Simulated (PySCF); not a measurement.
thiolane (C₄H₈S), SMILES C1CCSC1. Atoms are numbered in the order given.

```xyz
13

C     -0.2753    -0.7142     1.2841
C      0.2753     0.7142     1.2841
C     -0.1371     1.3404    -0.0500
S      0.0000     0.0000    -1.3171
C      0.1371    -1.3404    -0.0500
H      0.0984    -1.3060     2.1357
H     -1.3756    -0.6863     1.3569
H     -0.0984     1.3060     2.1357
H      1.3756     0.6863     1.3569
H     -1.1776     1.6998    -0.0175
H      0.5086     2.1805    -0.3431
H      1.1776    -1.6998    -0.0175
H     -0.5086    -2.1805    -0.3431
```

Geometry: B3LYP-D3(BJ)/def2-SVP. Other conformers were not sampled.

The numbers are results of PySCF with PBE0/pcSseg-1, not measurements.

GIAO shieldings, no solvent; atoms listed in one row are averaged. δ = σ(ref) − σ: ¹³C against TMS (σ = 186.3 ppm); ³³S against H2S (σ = 716.7 ppm); ¹H against TMS (σ = 31.56 ppm), references at their B3LYP-D3(BJ)/def2-TZVP geometries, non-relativistic.

Computed chemical shifts:
```tsv
nucleus	atoms	count	δ (ppm)
¹³C	C3, C5	2	40.1
¹³C	C1, C2	2	36.0
³³S	S4	1	211.3
¹H	H13, H11	2	3.03
¹H	H12, H10	2	2.95
¹H	H8, H6	2	2.24
¹H	H9, H7	2	1.67
```
